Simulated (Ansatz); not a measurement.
Steps of a relaxation of H6O5Si2 (`O[SiH2]O[Si](O)(O)O`) with RKS PBE0-D4/def2-TZVP.

```sh
$ ansatz run in.yaml --threads 2 --pin off --events-out ev --progress --plain --max-ram 32768MiB --backend cuda --devices 0, --max-vram 18GiB
```

```yaml
crystal:
  periodic: [false, false, false]
  atoms:
    - {symbol: O, position_ang: [1.071530, -1.917560, -1.030430]}
    - {symbol: Si, position_ang: [1.853690, -0.591940, -0.532850]}
    - {symbol: O, position_ang: [0.771790, 0.532520, -0.034450]}
    - {symbol: Si, position_ang: [-0.781960, 0.572950, 0.387750]}
    - {symbol: O, position_ang: [-1.032590, 0.546050, 1.985740]}
    - {symbol: O, position_ang: [-1.458030, -0.791820, -0.204100]}
    - {symbol: O, position_ang: [-1.453070, 1.933460, -0.193020]}
    - {symbol: H, position_ang: [0.119580, -1.910460, -0.902970]}
    - {symbol: H, position_ang: [2.690320, -0.901270, 0.620330]}
    - {symbol: H, position_ang: [2.518140, 0.054620, -1.657140]}
    - {symbol: H, position_ang: [-0.743390, 1.290170, 2.505420]}
    - {symbol: H, position_ang: [-2.316750, -1.034770, 0.132510]}
    - {symbol: H, position_ang: [-1.239260, 2.218070, -1.076780]}
basis:
  gaussian: {orbitals: def2-TZVP}
hamiltonian: {xc: pbe0, dispersion: d4}
relax: {f_tol: 0.005, max_steps: 150}
```

Positions (Å) and forces (eV/Å) along the path, 11 of 24 steps:

```xyz
13
step=1 energy=-26084.5663 eV
O     1.072   -1.918   -1.030    0.050   -0.476   -0.221
Si    1.854   -0.592   -0.533   -0.406    0.276    0.030
O     0.772    0.533   -0.034   -0.192    0.126    0.099
Si   -0.782    0.573    0.388   -0.016    0.314   -0.014
O    -1.033    0.546    1.986   -0.111   -0.219    0.103
O    -1.458   -0.792   -0.204    0.167   -0.150   -0.191
O    -1.453    1.933   -0.193   -0.210    0.068    0.252
H     0.120   -1.910   -0.903   -0.220   -0.032    0.034
H     2.690   -0.901    0.620    0.492   -0.105    0.201
H     2.518    0.055   -1.657    0.534    0.017   -0.289
H    -0.743    1.290    2.505    0.035    0.231    0.141
H    -2.317   -1.035    0.133   -0.221   -0.081    0.072
H    -1.239    2.218   -1.077    0.098    0.032   -0.216
13
step=4 energy=-26084.6206 eV rejected
O     1.076   -1.955   -1.050   -0.169    0.039    0.209
Si    1.854   -0.597   -0.573   -0.022   -0.050   -0.206
O     0.754    0.523   -0.087    0.022    0.114    0.059
Si   -0.787    0.585    0.391   -0.088   -0.061    0.130
O    -1.008    0.507    2.001    0.034    0.023   -0.068
O    -1.457   -0.771   -0.248    0.038    0.031    0.032
O    -1.471    1.983   -0.093    0.053   -0.103   -0.020
H     0.162   -2.005   -0.729    0.213   -0.018   -0.202
H     2.785   -0.856    0.548    0.007   -0.018    0.057
H     2.585   -0.030   -1.729    0.042   -0.029    0.000
H    -0.938    1.339    2.471   -0.020    0.003    0.068
H    -2.330   -1.007    0.066   -0.093   -0.035    0.024
H    -1.225    2.283   -0.968   -0.017    0.103   -0.082
13
step=5 energy=-26084.6355 eV
O     1.080   -1.943   -1.058   -0.006   -0.010   -0.014
Si    1.853   -0.595   -0.558   -0.008    0.006   -0.002
O     0.755    0.533   -0.073   -0.006   -0.005   -0.005
Si   -0.791    0.586    0.400    0.020    0.001    0.023
O    -1.010    0.541    2.009    0.014    0.019   -0.001
O    -1.458   -0.788   -0.202   -0.001   -0.003   -0.001
O    -1.483    1.957   -0.138   -0.006    0.009   -0.015
H     0.129   -1.955   -0.890    0.018    0.002    0.001
H     2.751   -0.897    0.583   -0.005    0.002    0.000
H     2.627   -0.014   -1.679    0.007   -0.009   -0.002
H    -0.877    1.354    2.498   -0.023   -0.002   -0.006
H    -2.323   -1.033    0.129   -0.007   -0.008   -0.001
H    -1.255    2.253   -1.021    0.003   -0.003    0.023
13
step=10 energy=-26084.6410 eV
O     1.067   -1.873   -1.240    0.091    0.085    0.015
Si    1.846   -0.598   -0.573    0.025   -0.056   -0.028
O     0.755    0.536   -0.090    0.008    0.010    0.006
Si   -0.781    0.585    0.417   -0.016   -0.026    0.007
O    -0.971    0.600    2.032    0.003   -0.091   -0.078
O    -1.433   -0.823   -0.121   -0.032    0.012    0.026
O    -1.503    1.930   -0.152    0.002   -0.021    0.012
H     0.147   -1.957   -0.969   -0.078   -0.033    0.007
H     2.639   -1.003    0.617   -0.024    0.011   -0.033
H     2.723    0.007   -1.602   -0.017   -0.014    0.032
H    -0.949    1.451    2.466    0.001    0.108    0.062
H    -2.284   -1.075    0.244    0.038    0.007   -0.016
H    -1.257    2.222   -1.030   -0.001    0.008   -0.011
13
step=12 energy=-26084.6405 eV rejected
O     1.060   -1.833   -1.293   -0.001   -0.098   -0.035
Si    1.848   -0.598   -0.575   -0.066    0.080    0.021
O     0.759    0.538   -0.088   -0.029   -0.023    0.024
Si   -0.776    0.574    0.420   -0.005    0.168    0.038
O    -0.957    0.623    2.034   -0.005   -0.023    0.064
O    -1.435   -0.835   -0.099    0.066   -0.038    0.006
O    -1.513    1.908   -0.158   -0.001    0.029   -0.040
H     0.158   -1.980   -0.983    0.029    0.023   -0.019
H     2.607   -1.036    0.621    0.008   -0.024    0.006
H     2.749    0.021   -1.570    0.020   -0.016   -0.015
H    -0.946    1.482    2.461    0.005   -0.055   -0.068
H    -2.289   -1.074    0.263   -0.017   -0.006    0.013
H    -1.265    2.210   -1.033   -0.004   -0.016    0.005
13
step=15 energy=-26084.6443 eV
O     1.057   -1.765   -1.426   -0.106    0.071    0.185
Si    1.836   -0.601   -0.574   -0.023   -0.088   -0.057
O     0.763    0.540   -0.067    0.019   -0.005   -0.012
Si   -0.771    0.584    0.444   -0.044    0.012    0.042
O    -0.948    0.683    2.057    0.000    0.013   -0.009
O    -1.404   -0.858   -0.022    0.037    0.024    0.002
O    -1.528    1.886   -0.182    0.021    0.000   -0.038
H     0.170   -1.971   -1.097    0.205    0.054   -0.082
H     2.518   -1.143    0.634   -0.054    0.007   -0.077
H     2.814    0.041   -1.484   -0.051   -0.035    0.035
H    -0.952    1.558    2.449    0.003   -0.034   -0.034
H    -2.256   -1.099    0.344   -0.001    0.001    0.009
H    -1.300    2.144   -1.076   -0.007   -0.020    0.036
13
step=16 energy=-26084.6455 eV
O     1.060   -1.771   -1.411   -0.135    0.020    0.077
Si    1.836   -0.601   -0.572    0.023   -0.041   -0.019
O     0.763    0.540   -0.067    0.011    0.027   -0.004
Si   -0.772    0.585    0.444   -0.004   -0.016    0.015
O    -0.951    0.678    2.056   -0.002    0.021    0.006
O    -1.400   -0.857   -0.025    0.003    0.007   -0.008
O    -1.525    1.887   -0.183    0.007    0.005   -0.027
H     0.163   -1.949   -1.098    0.129    0.003   -0.055
H     2.519   -1.142    0.632   -0.013    0.015   -0.032
H     2.806    0.038   -1.490   -0.015   -0.011    0.030
H    -0.953    1.553    2.448    0.000   -0.017   -0.011
H    -2.249   -1.103    0.345    0.001   -0.004    0.003
H    -1.298    2.142   -1.078   -0.005   -0.009    0.024
13
step=18 energy=-26084.6466 eV
O     1.049   -1.737   -1.452   -0.041    0.005    0.036
Si    1.832   -0.602   -0.573   -0.023   -0.006   -0.008
O     0.768    0.545   -0.058    0.012    0.012    0.006
Si   -0.767    0.584    0.451    0.000    0.030   -0.005
O    -0.949    0.700    2.061   -0.005    0.019    0.025
O    -1.386   -0.866   -0.002    0.009   -0.009    0.000
O    -1.530    1.872   -0.193   -0.003   -0.001    0.013
H     0.163   -1.942   -1.128    0.049   -0.003   -0.032
H     2.486   -1.181    0.626    0.000   -0.007    0.008
H     2.826    0.043   -1.456    0.006   -0.001   -0.012
H    -0.959    1.580    2.441    0.001   -0.033   -0.024
H    -2.231   -1.116    0.374   -0.008   -0.005    0.006
H    -1.302    2.120   -1.090    0.005   -0.003   -0.012
13
step=19 energy=-26084.6471 eV
O     1.039   -1.689   -1.511    0.039    0.059    0.069
Si    1.826   -0.602   -0.572   -0.057   -0.046   -0.030
O     0.776    0.552   -0.044    0.020   -0.004    0.003
Si   -0.761    0.586    0.462   -0.019    0.018   -0.021
O    -0.946    0.731    2.070   -0.003   -0.002    0.001
O    -1.365   -0.879    0.034    0.001    0.006    0.014
O    -1.536    1.854   -0.209    0.008   -0.010    0.017
H     0.165   -1.929   -1.183    0.015   -0.005   -0.018
H     2.433   -1.240    0.626   -0.008    0.013   -0.032
H     2.853    0.049   -1.413   -0.007   -0.017    0.008
H    -0.969    1.618    2.431    0.000   -0.010   -0.011
H    -2.203   -1.135    0.421    0.007    0.005    0.000
H    -1.311    2.085   -1.111    0.004   -0.008    0.001
13
step=21 energy=-26084.6474 eV
O     1.040   -1.685   -1.515   -0.010    0.009    0.023
Si    1.823   -0.602   -0.572    0.004   -0.001   -0.014
O     0.777    0.553   -0.042    0.000    0.006    0.004
Si   -0.761    0.587    0.462    0.000    0.000   -0.003
O    -0.948    0.732    2.070   -0.001    0.002    0.006
O    -1.363   -0.879    0.037    0.004   -0.003   -0.001
O    -1.535    1.854   -0.209   -0.004    0.003    0.006
H     0.168   -1.932   -1.187    0.006   -0.008   -0.018
H     2.429   -1.242    0.621    0.000   -0.004    0.007
H     2.853    0.047   -1.410    0.000    0.000   -0.004
H    -0.973    1.620    2.429    0.000   -0.004   -0.004
H    -2.200   -1.136    0.427   -0.003    0.001    0.004
H    -1.309    2.083   -1.111    0.003    0.000   -0.007
13
step=24 energy=-26084.6476 eV
O     1.040   -1.669   -1.533    0.001    0.002    0.000
Si    1.820   -0.601   -0.572    0.000   -0.002    0.004
O     0.778    0.556   -0.038   -0.001    0.000   -0.002
Si   -0.760    0.588    0.466    0.001    0.000    0.002
O    -0.949    0.742    2.073    0.000    0.001   -0.001
O    -1.358   -0.883    0.050   -0.001    0.000   -0.001
O    -1.537    1.850   -0.213    0.000    0.000   -0.002
H     0.172   -1.934   -1.212    0.000    0.000    0.000
H     2.410   -1.260    0.620    0.001    0.000    0.000
H     2.861    0.047   -1.396   -0.001    0.000   -0.001
H    -0.978    1.632    2.425    0.000   -0.001    0.000
H    -2.191   -1.141    0.448    0.000    0.001    0.000
H    -1.310    2.072   -1.117    0.000    0.000    0.001
```

It took 63 s on 2 threads of an AMD EPYC 7R13 on a shared host and a share of an NVIDIA H100 80 GB, with 0.91 GiB of host memory at the peak.
